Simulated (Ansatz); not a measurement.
Geometry optimisation, RKS PBE0-D4/def2-SVP (Ansatz 0.2.0).

The input (input.yaml):

```yaml
crystal:
  periodic: [false, false, false]
  atoms:
    - { symbol: B, position_ang: [1.75358, -1.98462, 1.11431] }
    - { symbol: C, position_ang: [0.76492, -1.37225, 0.46109] }
    - { symbol: O, position_ang: [-0.18869, -0.51431, 0.4318] }
    - { symbol: Sb, position_ang: [-2.14052, -0.82138, 1.10509] }
    - { symbol: H, position_ang: [-1.72243, -0.21917, 2.6513] }
    - { symbol: H, position_ang: [-2.38113, 0.77867, 0.61304] }
basis:
  gaussian: { orbitals: def2-SVP }
hamiltonian:
  xc: pbe0
  dispersion: d4
relax:
  f_tol: 0.015
  max_steps: 40
output:
  orbitals: {}
```

Launched with:

```bash
$ ansatz run input.yaml --threads 1 --pin off --max-ram 2048MiB --backend cpu --events-out ev --progress --plain --runs-dir out
```

Task: Where does it end, and by what steps?

Result: The forces met the threshold. The force dipped under the threshold on the way, but the program's further checks kept it going. After 17 steps the energy has fallen by 0.489 eV; H6 moved furthest, 0.20 Å.

| step | energy less start (eV) | largest force component (eV/Å) | accepted |
| --- | --- | --- | --- |
| 0 | 0.0000 | 5.452 | yes |
| 1 | -0.3213 | 2.564 | yes |
| 2 | -0.4505 | 0.597 | yes |
| 3 | -0.4382 | 1.205 | no |
| 4 | -0.4651 | 0.248 | yes |
| 5 | -0.4808 | 0.238 | yes |
| 6 | -0.4845 | 0.102 | yes |
| 7 | -0.4857 | 0.116 | yes |
| 8 | -0.4872 | 0.095 | yes |
| 9 | -0.4776 | 0.467 | no |
| 10 | -0.4884 | 0.082 | yes |
| 11 | -0.4885 | 0.055 | yes |
| 12 | -0.4885 | 0.049 | yes |
| 13 | -0.4886 | 0.017 | yes |
| 14 | -0.4887 | 0.014 | yes |
| 15 | -0.4889 | 0.015 | yes |
| 16 | -0.4890 | 0.015 | yes |
| 17 | -0.4890 | 0.012 | yes |

```xyz
6
Properties=species:S:1:pos:R:3
B 1.879 -1.994 1.248
C 0.744 -1.410 0.459
O -0.106 -0.557 0.296
Sb -2.256 -0.759 1.082
H -1.633 -0.297 2.610
H -2.542 0.884 0.682
```

Time of the run: 73 s on 1 thread of Arm Neoverse V2 (shared host), peak memory 0.17 GiB.
